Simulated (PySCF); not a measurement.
# Cr⁺ (chromium, charge +1): UHF calculation

Configuration: [Ar] 3d4 4p1, one real determinant (an excited configuration). All numbers are calculated (PySCF 2.14, the non-relativistic Hamiltonian (point nucleus), in dyall-av2z (16s12p7d2f, 101 functions)).

| Item | Value |
| --- | --- |
| Total energy | -1042.940543 hartree |
| One-electron energy | -1427.1424 hartree |
| Hartree (Coulomb) energy | 431.6024 hartree |
| Exchange energy | -47.4006 hartree |
| Kinetic energy | 1042.93115 hartree |
| ⟨S²⟩ | 8.7515 |
| ⟨L²⟩ | 8.013 |
| Sum of ⟨r⟩ | 18.41 bohr |
| Sum of ⟨r²⟩ | 32.56 bohr² |
| Traceless quadrupole moment −½Σ⟨3z² − r²⟩ along its main axis | -5.92 e·bohr² |
| Density at the nucleus (Gaussians lack the cusp) | 9200 bohr⁻³ |
| Spin density at the nucleus | -1.12 bohr⁻³ |
| Langevin diamagnetic susceptibility | -25.8 ×10⁻⁶ cm³/mol |

```csv
shell,electrons,mean orbital energy (hartree),spread (hartree),"rms radius, mean of both spins (bohr)"
1s β,1,-220.92826,0,0.0743
1s α,1,-220.92777,0,0.0743
2s α,1,-26.81567,0,0.319
2s β,1,-26.72123,0,0.319
2p α,3,-22.74477,0.00371,0.288
2p β,3,-22.65120,0.02600,0.288
3s α,1,-3.98092,0,0.973
3s β,1,-3.67103,0,0.973
3p α,3,-2.77305,0.04677,1.04
3p β,3,-2.39351,0.06325,1.04
3d α,4,-0.90856,0.04104,1.35
4p α,1,-0.37202,0,4.01
```

⟨L²⟩ = 8.01 against 12 for a pure F term, so this real determinant mixes terms.

Spin-orbit constants ζ (cm⁻¹) from the X2C one-electron operator on these orbitals (non-relativistic here): bare nucleus, nucleus screened by l(l+1)(2l+1)/3 electrons, and screened by the Breit-Pauli mean field of the electrons.

| shell | bare | screened nucleus | mean field |
| --- | --- | --- | --- |
| 2p | 47680 | 43700 | 41840 |
| 3p | 5488 | 5031 | 4780 |
| 3d | 476.8 | 278.2 | 245.1 |
| 4p | 264.5 | 242.5 | 228.4 |

To first order the Landé constant is A = 47.90 cm⁻¹, so the lowest level has J = 1/2 and lies 0.0594 eV below the centre of the term. This holds in LS coupling only.
